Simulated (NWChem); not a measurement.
Molecule: ZrF₄; SMILES [F][Zr]([F])([F])[F]

Results from NWChem. All runs use the structure optimised with PBE0/def2-SVP. def2 effective core potentials on Zr; no spin-orbit coupling. Level PBE0/def2-SVP: energy and gradient; each run changes one setting, and changes count from the defaults (medium grid, exact Coulomb integrals, symmetry on).

Problem. Which setting moves the energy most, and by about how much (extra-fine grid; Becke weights; defaults; tight SCF thresholds and tolerances; coarse grid)?

Solution. coarse grid, by about 70 μHa.
```
setting                              size of the energy change (μHa)  largest change of a gradient component (μHa/bohr)  time, defaults = 1 (rough)
-----------------------------------  -------------------------------  -------------------------------------------------  --------------------------
defaults                                                        < 10                                               < 30                     about 1
Becke weights                                                     10                                                500                     about 1
tight SCF thresholds and tolerances                             < 10                                               < 30                     about 1
coarse grid                                                       70                                                 40                     about 1
extra-fine grid                                                 < 10                                               < 30                           3
```
